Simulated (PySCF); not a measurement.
## Calculated NMR parameters of CC#C/C=C(/CCF)[SiH2]O

```
Formula                               : C7H11FOSi
SMILES                                : CC#C/C=C(/CCF)[SiH2]O
Point group of the computed structure : C1
Degrees of unsaturation               : 3
Carbon signals                        : 7
Proton signals                        : 6
```

Numbering as in the mapped SMILES `[CH3:1][C:2]#[C:3]/[CH:4]=[C:5](/[CH2:6][CH2:7][F:8])[SiH2:9][OH:10]`. Hydrogens are named by the atom that carries them.

- geometry: GFN2-xTB
- shielding tensors at PBE0/pcSseg-1 (GIAO)
- run in PySCF 2.14.0 with density-fitted response routines
- one computed conformer, non-relativistic, rapidly exchanging positions averaged, in vacuum

References, each an isolated molecule treated in the same way: $^{1}$H, $^{13}$C, $^{29}$Si against TMS; $^{19}$F against CFCl3; $^{17}$O against H2O.

```tsv
carbon	δC, type	δH (multiplicity)	HMBC from (2–3 bonds)	span of the C tensor (ppm)
C1	5.8, CH3	2.20 (s)	–	21
C2	103.5, C	–	H(C4), H(C1)	189
C3	84.0, C	–	H(C4), H(C1)	267
C4	129.7, CH	6.28 (s)	H(Si9), H(C6)	199
C5	163.2, C	–	H(C4), H(Si9), H(C7), H(C6)	260
C6	42.5, CH2	2.62 (m)	H(C4), H(Si9), H(C7)	26
C7	92.3, CH2	4.78 (m)	H(C6)	81
```

Other nuclei:
```tsv
atoms	nucleus	environment	δ (ppm)	σ (ppm)
H(Si9)	$^{1}$H	hydrogen on a silicon bonded to C, O	5.26	26.46
H(O10)	$^{1}$H	hydrogen on an oxygen bonded to Si	1.67	30.04
F8	$^{19}$F	fluorine on an sp3 carbon	-245.5	416.4
Si9	$^{29}$Si	silicon bonded to C, O, 2 H	-33.2	382.3
O10	$^{17}$O	oxygen bonded to Si, H	17.2	318.9
```

- Carbon types of the structure: 3 × C, 1 × CH, 2 × CH2, 1 × CH3, leaving 3 H on heteroatoms.
- δC 163.2: fully substituted alkene carbon; the olefinic region.
- δC 129.7: alkene CH; an sp2 carbon of a C=C bond.
- δC 103.5, 84.0: alkyne carbon; sp carbons lie upfield of alkene carbons because the cylindrical π system leaves one tensor component strongly shielded.
- δC 92.3: sp3 CH2 bonded to F; the inductive effect lowers its shielding.
- δC 42.5: allylic sp3 CH2; aliphatic region, no heteroatom directly attached.

OH and NH positions are those of a molecule without intermolecular hydrogen bonds; in solution they move with solvent, concentration and temperature, and exchange usually removes their couplings. Splittings by $^{19}$F in the carbon and heteronuclear signals aren't shown, as no couplings were computed. Shifts are as computed. Against solution values, carbons near 30 ppm lie about +3 ppm off and those near 130 ppm about +5 ppm. Of 1211 compounds with measured shifts, 218 miss one by over three times the rms of a fit or turn the order of signals round; such compounds aren't used in these exercises. Unscaled 19F shifts against computed CFCl3 carry errors that often reach 10 to 50 ppm. Experimental scales use liquid or dissolved standards, which lie at an offset from isolated H2O (liquid H2O: subtract about 36 ppm). No couplings were computed; multiplicities are counted from neighbouring protons, with m where these are inequivalent, close in shift, in a saturated or five-membered ring or joined by F or P, and br s for small geminal =CH2 splittings.
